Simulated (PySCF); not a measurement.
Compound: C7H7F5.
Structure used (PBE0-D3(BJ)/def2-SVP), in Å, numbered top down from 1:
```
atom  x, y, z in Å
C1     3.529    0.877   -0.150
C2     2.360    0.583    0.419
C3     1.617   -0.711    0.244
C4     0.291   -0.494   -0.416
C5    -0.889   -0.790    0.128
C6    -2.185   -0.522   -0.560
F7    -2.008   -0.138   -1.840
F8    -2.961   -1.630   -0.560
C9    -3.006    0.590    0.126
F10   -2.313    1.723    0.148
F11   -3.284    0.240    1.379
F12   -4.144    0.803   -0.517
H13    4.012    1.843    0.013
H14    4.047    0.162   -0.799
H15    1.869    1.330    1.054
H16    2.222   -1.398   -0.372
H17    1.466   -1.196    1.224
H18    0.310   -0.034   -1.410
H19   -0.977   -1.232    1.125
```

The closed-shell ground state was solved at several levels (PySCF, density fitting, gas phase, non-relativistic).

```csv
level,basis functions,total energy (Eh),HOMO (eV),LUMO (eV),gap (eV),dipole (D)
PBE0/pcSseg-1,239,-769.2790,-7.88,-0.95,6.93,2.87
PBE0/def2-SVPD,311,-768.8160,-7.91,-1.05,6.86,3.04
HF/pcSseg-2,530,-766.6077,-10.31,2.54,12.85,3.29
```

Problem. Estimate the row for B3LYP/pcJ-1, a basis of 394 functions; the other rows only guide the guess.

Solution. Total energy -770.1517 Eh, HOMO -7.63 eV, LUMO -1.14 eV, gap 6.49 eV, dipole 2.87 D.

Problem. Over all these levels, which gives the widest orbital gap and which the narrowest?

Solution. HF/pcSseg-2 (Hartree–Fock, all exact exchange) has the widest, 12.85 eV, and B3LYP/pcJ-1 (global hybrid, 20 % exact exchange) the narrowest, 6.49 eV. Functional and basis both differ between the two, so the spread mixes both effects. The HOMO need not be the same orbital at Hartree–Fock and at DFT levels.

Problem. How far do the dipole and the HOMO energy spread over the levels?

Solution. The dipole runs from 2.87 to 3.29 D (mean 3.02 D) and the HOMO from -10.31 to -7.63 eV.

One conformer stands for the species.
